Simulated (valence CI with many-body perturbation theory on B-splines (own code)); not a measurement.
**Cd³³⁺: calculated level list**

Method: valence CI with perturbative core correlation (CI+MBPT): five valence electrons over a frozen Dirac-Fock core [Ne], a basis of 9 s, 9 p, 8 d, 6 f, 3 g, 1 h functions for each j, with the one-electron correlation potential Σ1, the two-electron term Σ2, the three-electron term Σ3, Breit, model QED; selected CI, second order for the rest, scaled by the run's own slope (own B-spline code, finite nucleus).

No measured spectrum was set against this ion. As an estimate, large intervals hold to a few tenths of a per cent, small ones and those within an open d or f shell to about a per cent. Among the levels kept, up to 1700 cm⁻¹ of a level comes from second order outside the variational space, and about a tenth of that is noise between levels of different J, which matters for small intervals.

Levels 1 to 35 of 35, with energies above the lowest level, (3s^2 3p1/2^2 3p3/2) J=3/2. "Leading %" is the weight of the configuration and term that name the level; weights of strongly mixed levels are sums over their largest components and can fall short, so below about 35 % the name and the second component can differ from the true leading terms, or belong to a minority configuration. In the jj column 3d3/2^4 stands for four electrons in 3d with j = 3/2.

```csv
No.,Configuration,Term,J,E (eV),Leading %,Leading jj,Second component
1,3s²3p³,²P°,3/2,0.00,40,3s^2 3p1/2^2 3p3/2 (96 %),36 % 3s²3p³ ⁴S°
2,3s²3p³,⁴S°,3/2,38.80,49,3s^2 3p1/2 3p3/2^2 (96 %),47 % 3s²3p³ ²D°
3,3s²3p³,²D°,5/2,45.71,98,3s^2 3p1/2 3p3/2^2 (98 %),
4,3s²3p³,²P°,1/2,54.27,98,3s^2 3p1/2 3p3/2^2 (98 %),
5,3s²3p³,²P°,3/2,93.72,55,3s^2 3p3/2^3 (96 %),28 % 3s²3p³ ²D°
6,3s3p⁴,⁴P,5/2,124.50,67,3s 3p1/2^2 3p3/2^2 (80 %),15 % 3s3p⁴ ²D
7,3s²3p²3d,⁴F,3/2,127.92,32,3s^2 3p1/2^2 3d3/2 (81 %),20 % 3s²3p²3d ²D
8,3s3p⁴,⁴P,1/2,143.95,45,3s 3p1/2^2 3p3/2^2 (77 %),39 % 3s3p⁴ ²S
9,3s3p⁴,⁴P,3/2,146.51,32,3s 3p1/2^2 3p3/2^2 (53 %),20 % 3s3p⁴ ²D
10,3s²3p²3d,⁴F,5/2,148.30,31,3s^2 3p1/2^2 3d5/2 (76 %),25 % 3s²3p²3d ⁴D
11,3s3p⁴,⁴P,3/2,166.76,24,3s 3p1/2 3p3/2^3 (46 %),24 % 3s3p⁴ ²D
12,3s²3p²3d,²F,5/2,167.89,43,3s^2 3p1/2 3p3/2 3d3/2 (90 %),37 % 3s²3p²3d ⁴F
13,3s²3p²3d,²P,3/2,168.20,42,3s^2 3p1/2 3p3/2 3d3/2 (58 %),24 % 3s²3p²3d ⁴F
14,3s²3p²3d,⁴D,1/2,168.74,69,3s^2 3p1/2 3p3/2 3d3/2 (92 %),18 % 3s²3p²3d ²P
15,3s²3p²3d,⁴F,7/2,174.28,40,3s^2 3p1/2 3p3/2 3d3/2 (83 %),31 % 3s²3p²3d ²G
16,3s3p⁴,²D,5/2,174.91,38,3s 3p1/2 3p3/2^3 (48 %),20 % 3s²3p²3d ²D
17,3s²3p²3d,⁴D,7/2,178.69,48,3s^2 3p1/2 3p3/2 3d5/2 (96 %),30 % 3s²3p²3d ⁴F
18,3s²3p²3d,⁴F,9/2,185.52,52,3s^2 3p1/2 3p3/2 3d5/2 (95 %),47 % 3s²3p²3d ²G
19,3s3p⁴,²P,1/2,188.00,25,3s 3p1/2 3p3/2^3 (36 %),18 % 3s²3p²3d ⁴D
20,3s²3p²3d,⁴P,5/2,188.74,35,3s^2 3p1/2 3p3/2 3d5/2 (49 %),17 % 3s²3p²3d ⁴F
21,3s²3p²3d,⁴D,3/2,189.34,37,3s^2 3p1/2 3p3/2 3d5/2 (42 %),22 % 3s3p⁴ ²D
22,3s²3p²3d,⁴P,3/2,194.40,25,3s^2 3p1/2 3p3/2 3d3/2 (66 %),20 % 3s²3p²3d ²D
23,3s²3p²3d,⁴D,5/2,197.41,37,3s^2 3p1/2 3p3/2 3d3/2 (38 %),18 % 3s3p⁴ ²D
24,3s²3p²3d,²G,7/2,198.31,46,3s^2 3p1/2 3p3/2 3d5/2 (71 %),28 % 3s²3p²3d ²F
25,3s²3p²3d,⁴P,1/2,198.32,34,3s^2 3p1/2 3p3/2 3d3/2 (65 %),29 % 3s²3p²3d ²S
26,3s²3p²3d,²P,3/2,204.98,32,3s^2 3p1/2 3p3/2 3d5/2 (66 %),26 % 3s²3p²3d ²D
27,3s²3p²3d,²D,5/2,206.60,51,3s^2 3p1/2 3p3/2 3d5/2 (66 %),16 % 3s²3p²3d ²F
28,3s²3p²3d,²D,3/2,207.90,40,3s^2 3p1/2 3p3/2 3d5/2 (34 %),18 % 3s3p⁴ ²P
29,3s²3p²3d,²P,1/2,213.98,63,3s^2 3p1/2 3p3/2 3d5/2 (45 %),16 % 3s3p⁴ ²S
30,3s²3p²3d,²P,1/2,225.67,37,3s^2 3p3/2^2 3d5/2 (55 %),33 % 3s²3p²3d ²S
31,3s²3p²3d,²F,7/2,225.79,48,3s^2 3p3/2^2 3d5/2 (96 %),40 % 3s²3p²3d ⁴D
32,3s²3p²3d,²G,9/2,228.69,51,3s^2 3p3/2^2 3d5/2 (95 %),47 % 3s²3p²3d ⁴F
33,3s²3p²3d,⁴P,1/2,232.91,32,3s^2 3p3/2^2 3d3/2 (72 %),23 % 3s²3p²3d ²P
34,3s²3p²3d,²D,5/2,233.58,38,3s^2 3p3/2^2 3d3/2 (68 %),16 % 3s²3p²3d ²F
35,3s²3p²3d,²D,3/2,233.87,33,3s^2 3p3/2^2 3d3/2 (74 %),23 % 3s²3p²3d ⁴P
```

The ionisation energy to 3s²3p² ³P0 of the next ion comes out as 2075.1 eV (NIST: 2091 ± 8 eV (semi-empirical)). All 35 levels together are meant to be complete up to 234.82 eV.
